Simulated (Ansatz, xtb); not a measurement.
Diatomic ZrSn, multiplicity 5 (lowest of 2S+1 = 1, 3, 5, 7 at PBE0/def2-TZVPP; our sources give no spin for the ground state, which may be another). No spin–orbit coupling.

The constants come from a fifth-degree fit in 1/R (seven points, main isotopes). In def2 and cc sets the state is the lowest found near the PBE0 minimum, followed along R.

Correlated levels freeze the inner cores; with def2 sets outer-core shells near the valence are correlated too.

Programs: Ansatz (Gaussian orbitals); xtb for the GFN methods.  In def2 rows elements past Kr take small-core potentials, without spin–orbit coupling. The GFN methods have no spin term and hold the electronic entropy of 300 K.

Question: What bond length and harmonic frequency does GFN2-xTB give?

Answer: r_e = 2.738 Å, ω_e = 264 cm⁻¹.

Question: What bond length and harmonic frequency does PBE/def2-TZVPP give?

Answer: r_e = 2.806 Å, ω_e = 198 cm⁻¹.

Question: What bond length and harmonic frequency does B2PLYP/def2-TZVPP give?

Answer: r_e = 2.769 Å, ω_e = 221 cm⁻¹.

Doubts at one or more of the structures used: a spin-contaminated determinant (B2PLYP/def2-TZVPP).

Ansatz is an electronic-structure program.
